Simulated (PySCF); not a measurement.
**Question.** Give a GFN2-xTB geometry of `C[Si](C)(C)C` (TMS).

**Answer.** 
```xyz
17
C4H12Si angstrom
C     -0.407   -1.213   -1.419
Si    -0.001   -0.001   -0.002
C      0.008    1.786   -0.675
C     -1.320   -0.155    1.370
C      1.716   -0.416    0.722
H     -1.380   -1.004   -1.853
H     -0.419   -2.242   -1.070
H      0.327   -1.148   -2.217
H      0.242    2.502    0.106
H     -0.958    2.058   -1.089
H      0.746    1.908   -1.462
H     -2.312    0.075    0.994
H     -1.351   -1.160    1.779
H     -1.117    0.526    2.192
H      1.746   -1.426    1.117
H      2.493   -0.337   -0.033
H      1.977    0.259    1.531
```

Orientation and origin are arbitrary. Atoms count from 1 in this order. Si2 (four-coordinate silicon) is tetrahedral (angles from 109.4° to 109.6°). All 4 C–Si bonds measure 1.909 Å.

Bonds between heavy atoms (Å): C1–Si2 1.909, Si2–C3 1.909, Si2–C4 1.909, Si2–C5 1.909.

Structure optimised with GFN2-xTB, isolated species.

Point group: Td (tolerance 0.08 Å). Not checked by GFN2-xTB frequencies.

These are computed values.
